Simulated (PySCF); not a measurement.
## Computed vibrations of HgF2

HgF2 (singlet). PySCF 2.14.0, RKS BP86, Hg def2-SVP with ECP60, F def2-SVP; non-relativistic Hamiltonian with scalar-relativistic core potentials where named; density fitting; no spin-orbit coupling. Central differences of gradients.

```xyz
3

Hg    0.0000    0.0000    0.0000
F     0.0000    0.0000    1.9362
F     0.0000    0.0000   -1.9362
```

Run from Python with OMP_NUM_THREADS=2. Where DIIS fails, smearing, a level shift and second-order steps follow.
It took 6.2 s on 2 threads of Intel(R) Xeon(R) Platinum 8259CL CPU @ 2.50GHz (Skylake/Cascade Lake), on a shared host.

Task: What are the harmonic wavenumbers and infrared intensities?

Result: Modes are labelled in D∞h; negative numbers are unstable modes, those under 60 cm⁻¹ near the noise; a finer grid moves soft modes by up to 10 cm⁻¹.
```tsv
cm⁻¹	km/mol	symmetry
182	9.8	πu
182	9.8	πu
560	0.0	σg+
641	71.7	σu+
```

Task: Is this a minimum?

Result: Yes. Ideal gas at 298.15 K and 1 bar: S = 264.9 J/(mol K), Cp = 53.3 J/(mol K), H − H(0 K) = 12.6 kJ/mol (rigid rotor, harmonic modes, spin degeneracy alone).
